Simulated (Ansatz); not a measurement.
Ideal-gas functions of `[NH2][AlH][BH]F` at 298.15 K and 1 bar, from an Ansatz frequency run at PBE0-D4/def2-TZVP.

Molar mass 74.83 g/mol, point group Cs (symmetry number 1), electronic degeneracy 1, moments of inertia 43.966, 164.728, 208.662 u Å². Harmonic wavenumbers (cm⁻¹, unscaled): 37, 93, 303, 328, 465, 501, 532, 583, 725, 736, 825, 1113, 1277, 1569, 1911, 2531, 3600, 3692.

Use S(trans) = R[1.5 ln M + 2.5 ln T − 1.1517]; rotational temperatures θ = 24.2544 K / I; S(rot) = R[ln(√π/σ · √(T³/θAθBθC)) + 1.5]; for each mode x = 1.438777 ν̃/T, S = R[x/(eˣ − 1) − ln(1 − e⁻ˣ)] and H = RT x/(eˣ − 1); 1 cm⁻¹ = 0.0119627 kJ/mol; R = 8.31446 J/(mol·K).

Task: By hand: the entropy, in J/(mol·K).

Result: Translation 162.7. Rotation: θ = 0.5517, 0.1472, 0.1162 K, giving 107.7. Vibration, mode by mode: 22.65, 15.05, 5.86, 5.31, 3.15, 2.74, 2.44, 2.01, 1.16, 1.11, 0.79, 0.25, 0.13, 0.04, 0.01, 0.00, 0.00, 0.00, in all 62.7. Electronic 0.0. Sum 333.1 J/(mol·K).

Task: By hand: H − E and G − E in kJ/mol, counted from the electronic energy.

Result: Zero-point energy ½ × 20821 × 0.0119627 = 124.5; thermal vibration 9.4; translation, rotation and pV give 4 RT = 9.9. H − E = 143.8 kJ/mol, and G − E = 143.8 − 298.15 × 333.1/1000 = 44.5 kJ/mol.

Vibration gives 19 % of the entropy, 37.7 J/(mol·K) of it from the modes under 150 cm⁻¹: soft modes count most, and the harmonic formula is weakest for them. The sum counts one conformer and one mirror image; others add a mixing term.
